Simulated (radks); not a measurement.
Spherical quantum dot in the effective-mass picture: electrons in a hard-walled sphere of radius 1.84, with a point charge +1 (a donor) at the centre, all in effective atomic units (hartree* = m*/eps^2 hartree, bohr* = eps/m* bohr), one dielectric constant everywhere. Calculated with a radial shooting solver with Libxc functionals: non-relativistic Kohn-Sham, PBE, spin-polarised, spherical densities. Levels are named by radial order and angular momentum (1s, 1p, 1d, 2s, ...), and open shells are averaged over m. Results are scaled to m* = 0.106 and eps = 6.7, for which hartree* = 64.25 meV and bohr* = 3.345 nm.

N = 18, configuration 1s2 1p6 1d10. This is the lowest configuration that the search found. Occupied and some empty levels:

level,occupation,eigenvalue (meV),<r> (nm)
1s,2,875.88,3.453
1p,6,952.66,3.953
1d,10,1056.6,4.207
2s,0,1123.8,2.803
1f,0,1188.8,4.385
2p,0,1336.7,3.204

Energy (meV): total 10496.8, kinetic 4662.5, external -1037.5, Hartree 7828.3, exchange-correlation -956.54.
